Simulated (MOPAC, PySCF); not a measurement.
C$_{3}$H$_{7}$NO, SMILES `CNC(C)=O` (C–N–C–O torsion 0°), neutral singlet in the gas phase. 

Cartesian coordinates (Å):
```xyz
12

C     -1.9026     0.0147    -0.0752
N     -0.4930     0.2132    -0.3429
C      0.4923    -0.2889     0.4545
C      1.9011     0.0377    -0.0047
O      0.2644    -0.9459     1.4546
H     -2.4127     0.9667     0.0885
H     -1.9835    -0.5883     0.8258
H     -2.3911    -0.5104    -0.8990
H     -0.2256     0.7477    -1.1513
H      2.6072    -0.4110     0.6879
H      2.0835    -0.3533    -1.0080
H      2.0600     1.1178    -0.0303
```
Charge 0, spin multiplicity 1.

All levels are single points at this geometry (B3LYP-D3(BJ)/def2-TZVP); Pople sets use spherical d functions. Orbital energies aren't observables, and empty levels follow the basis.

HF/6-31G* in PySCF gives gap (eV) = 15.99.

Question: Estimate the gap (eV) from each of these levels: TPSSh-D3(BJ)/def2-TZVP in PySCF; SVWN5/6-31G* in PySCF; HF/3-21G in PySCF; HF/STO-3G in PySCF; AM1 in MOPAC.

Answer: 
```csv
level,gap (eV)
TPSSh-D3(BJ)/def2-TZVP in PySCF,6.69
SVWN5/6-31G* in PySCF,5.33
HF/3-21G in PySCF,15.84
HF/STO-3G in PySCF,16.91
AM1 in MOPAC,11.69
```
